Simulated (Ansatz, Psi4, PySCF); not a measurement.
diiodomethane (CH2I2), singlet, at a GFN2-xTB geometry (core potentials on I). Base run: WB97X/def2-SVP in PySCF.

Input for PySCF:
```python
from pyscf import gto, scf, dft

mol = gto.M(
    atom='''
I    -1.801318    0.103525    0.010569
C    -0.006413   -1.071194    0.028147
I     1.802424    0.081268   -0.015425
H    -0.003488   -1.660005    0.937825
H    -0.016669   -1.706886   -0.849356
''',
    basis='def2-svp',
    ecp={'I': 'def2-svp'},
    charge=0,
    spin=0,
    verbose=3,
)

mf = dft.RKS(mol)
mf.xc = 'wb97x'
mf.kernel()
```

The same geometry, method and basis name were run in Ansatz (a first-principles code) and Psi4 and PySCF, at each program's defaults and at the settings that a row names. The base is PySCF at its defaults. Differences at the defaults can come from grids, fitting, cores and function types together. The rows with settings made alike still differ; the cause (another SCF solution, basis table, core potential or functional code) wasn't traced.

| code and settings | ΔE vs base (mEh) | basis functions | E (Eh) | SCF cycles | dipole (D) |
|---|---|---|---|---|---|
| PySCF, defaults (exact integrals, its default grid, spherical functions) | 0.000 | 76 | -634.74733 | 12 | 1.08 |
| Psi4, defaults (density fitting with its default set, its default grid, spherical functions) | 14.684 | 76 | -634.73265 | 8 | 1.08 |
| Ansatz, defaults (factorised integrals, its default grid, spherical functions) | -0.227 | 76 | -634.74756 | - | - |
| PySCF, density fitting with def2-universal-jkfit | -0.024 | 76 | -634.74736 | 12 | 1.08 |
| PySCF, fine grid | -0.419 | 76 | -634.74775 | 12 | 1.08 |
| Psi4, exact integrals, spherical functions, fine grid | -1.785 | 76 | -634.74912 | 12 | 1.08 |
| Ansatz, high accuracy | -0.227 | 76 | -634.74756 | - | - |
